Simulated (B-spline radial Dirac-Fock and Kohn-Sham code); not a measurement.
**Photoemission from Tm³⁺ at 6520 eV, detector at θ = 60°, φ = 180°**

System: Tm³⁺ in the configuration [Xe] 4f12. Calculated with a B-spline atomic structure program, using Dirac-Hartree-Slater photoionisation with a Latter tail; cross sections with all multipoles, angular parameters from the dipole term and its interference with E2. Thresholds are orbital energies of the model. For linearly polarised light dσ/dΩ = σ/(4π) [1 + β P₂(cos θ) + (δ + γ cos²θ) sin θ cos φ], with θ from the polarisation vector and φ the angle between the beam and the projection of the electron momentum on the plane normal to the polarisation. The dipole factor is 1 + βP₂ and the non-dipole term is the rest of the bracket. Open shells are filled statistically over j.

```csv
subshell,threshold (eV),σ (kb),β,γ,δ,dipole factor,non-dipole term,dσ/dΩ (kb/sr)
3s,2315.2,6.92,1.96,-0.09,-0.001,0.755,+0.021,0.427
3p1/2,2112.9,8.74,1.59,0.21,0.004,0.801,-0.048,0.524
3p3/2,1902.2,15.7,1.68,0.26,0.018,0.791,-0.073,0.900
3d3/2,1553.1,8.76,1.22,1.01,0.134,0.847,-0.335,0.357
3d5/2,1506.6,11.8,1.14,1.02,0.144,0.857,-0.345,0.482
4s,490.7,1.81,1.97,-0.15,-0.001,0.754,+0.033,0.113
4p1/2,408.3,1.96,1.61,0.37,0.002,0.799,-0.083,0.112
4p3/2,360.4,3.44,1.70,0.43,0.015,0.788,-0.107,0.186
4d3/2,223.3,1.60,1.22,1.11,0.120,0.848,-0.344,0.0643
4d5/2,214.4,2.15,1.12,1.10,0.134,0.860,-0.354,0.0867
4f5/2,46.21,0.0991,0.73,1.28,0.347,0.908,-0.577,0.00262
4f7/2,44.81,0.122,0.71,1.26,0.356,0.911,-0.580,0.00322
5s,90.45,0.313,1.97,-0.15,-0.001,0.754,+0.033,0.0196
5p1/2,66.88,0.279,1.61,0.40,0.002,0.799,-0.089,0.0157
5p3/2,60.19,0.469,1.70,0.46,0.014,0.787,-0.113,0.0252
```
